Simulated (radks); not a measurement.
Polarisability of the tellurium ion Te6+, [Kr] 4d10, at imaginary frequency. Method: scalar-relativistic Kohn-Sham, LB94 model potential, spin-polarised, spherical densities, finite nucleus; Fermi nuclear charge, rms radius 4.7423 fm; computed with a radial shooting solver on a logarithmic mesh with Libxc functionals. Response by self-consistent Sternheimer equations with the Hartree and adiabatic LDA kernel, the relativistic mass of each level held fixed and spin-orbit coupling left out.

| w (hartree) | alpha1(iw) (bohr^3) | alpha2(iw) (bohr^5) |
|---|---|---|
| 0.00266 | 1.371 | 1.971 |
| 0.0143 | 1.371 | 1.971 |
| 0.0360 | 1.371 | 1.971 |
| 0.0697 | 1.370 | 1.969 |
| 0.118 | 1.369 | 1.965 |
| 0.186 | 1.365 | 1.955 |
| 0.280 | 1.357 | 1.936 |
| 0.413 | 1.341 | 1.897 |
| 0.605 | 1.308 | 1.825 |
| 0.892 | 1.243 | 1.697 |
| 1.35 | 1.117 | 1.495 |
| 2.12 | 0.8950 | 1.208 |
| 3.59 | 0.5715 | 0.8358 |
| 6.94 | 0.2464 | 0.4099 |
| 17.5 | 0.06013 | 0.09575 |

Static values: alpha1 = 1.371 bohr^3 (0.2032 angstrom^3; uncoupled 2.030), alpha2 = 1.971 bohr^5, alpha3 = 4.283 bohr^7. C6 = 4.272, C8 = 30.19, triple-dipole C9 = 4.248 atomic units. One-pole (London) frequency 4 C6 / (3 alpha1^2) = 3.030 hartree, against 4.583 for minus the highest occupied eigenvalue.
